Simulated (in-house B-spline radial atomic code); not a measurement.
Configurations of Sn⁺, with energies counted from [Kr] 4d10 5s2 (5p1/2)1. Method: Dirac-Hartree-Fock, average of each configuration as written, Fermi nucleus of rms radius 4.6519 fm. Calculated with a B-spline radial code for spherical atoms. Energies include first-order Breit, QED and recoil terms.

Occupations are held fixed; configurations that lie above the ionisation limit could autoionise.

| configuration | E - E(ref) (eV) | highest orbital | its <r> (bohr) |
| --- | --- | --- | --- |
| [Kr] 4d10 5s1 (5p3/2)1 (6p1/2)1 | 15.437 | 6p1/2 | 7.086 |
| [Kr] 4d10 5s1 (5p1/2)1 (5g7/2)1 | 18.18 | 5g7/2 | 13.74 |
| [Kr] (4d3/2)3 (4d5/2)6 (4f5/2)1 5s2 (5p1/2)1 | 37.481 | 4f5/2 | 8.648 |
| [Kr] (4d3/2)4 (4d5/2)5 5s2 (5p3/2)1 (8f5/2)1 | 39.76 | 8f5/2 | 44.08 |
| [Ar] (3d3/2)4 (3d5/2)5 4s2 4p6 4d10 5s2 (5p1/2)1 (6p3/2)1 | 496.27 | 6p3/2 | 6.983 |

(1) Order these further configurations by energy, lowest first.
A. [Kr] 4d10 5s2 (5p3/2)1
B. [Kr] 4d10 5s1 (5p3/2)1 (6g9/2)1
C. [Ar] (3d3/2)4 (3d5/2)5 4s2 4p6 4d10 5s2 (5p3/2)1 (5f5/2)1
D. [Kr] 4d10 5s1 (5p3/2)2
E. [Kr] 4d10 5s1 (5p3/2)1 (9d3/2)1

(2) How far above the reference does [Kr] (4d3/2)4 (4d5/2)5 5s2 (5p1/2)1 (9g7/2)1 lie?

Answers

(1) A (0.5174 eV), D (7.5632 eV), B (19.476 eV), E (19.884 eV), C (500.48 eV).

(2) 39.136 eV; its least bound orbital is 9g7/2 with <r> = 55.71 bohr.
